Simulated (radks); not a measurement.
Neutral osmium, 76 electrons, occupied as [Xe] 4f14 5d6 6s2.

All-electron calculation, scalar-relativistic Kohn-Sham, SCAN, spin-unpolarised, spherical densities, finite nucleus; meta-GGA in the generalised Kohn-Sham scheme; Fermi nuclear charge, rms radius 5.4126 fm. Program: a radial shooting solver on a logarithmic mesh with Libxc functionals.

Energy parts (eV):
| part | energy |
|---|---|
| total | -469486.91 |
| kinetic | 520189.11 |
| electron-nucleus | -1163388.31 |
| Hartree | 182950.74 |
| exchange-correlation | -9238.46 |

Orbitals (lengths in bohr, moments of r in powers of bohr; r(max) is where P^2 peaks; r(90%) holds 90 % of the orbital's charge):
orbital  occ.  eigenvalue (eV)  r(90%)      <r>   r(max)
1s          2        -73939.82  0.0323  0.01774  0.01103
2s          2        -12904.84   0.116  0.07487  0.06334
2p          6        -11234.45   0.110  0.06727  0.05219
3s          2        -3015.335   0.284   0.1937   0.1785
3p          6        -2521.852   0.291   0.1944   0.1772
3d         10        -1969.351   0.274   0.1763   0.1446
4s          2        -642.2372   0.619   0.4316   0.4050
4p          6        -479.6334   0.666   0.4590   0.4251
4d         10        -276.9869   0.731   0.4889   0.4347
4f         14         -52.7882   0.908   0.5563   0.4061
5s          2         -92.8220    1.44    1.005   0.9101
5p          6         -51.5388    1.71    1.171    1.030
5d          6          -6.3111    2.90    1.823    1.365
6s          2          -6.7370    4.30    2.894    2.424

The highest occupied level is 5d at -6.311 eV. For comparison, the ionisation energy in NIST's Atomic Spectra Database is 8.438 eV (measured). In exact Kohn-Sham theory the highest level is minus the ionisation energy, but local and semilocal functionals leave it too shallow, through self-interaction and a potential that decays too fast; potentials with the right tail come closer. The density falls to 0.001 e/bohr^3 at r = 4.56 bohr.

Beside tabulated values, note that spin-unpolarised runs miss the spin-polarisation part of the exchange energy of open shells.
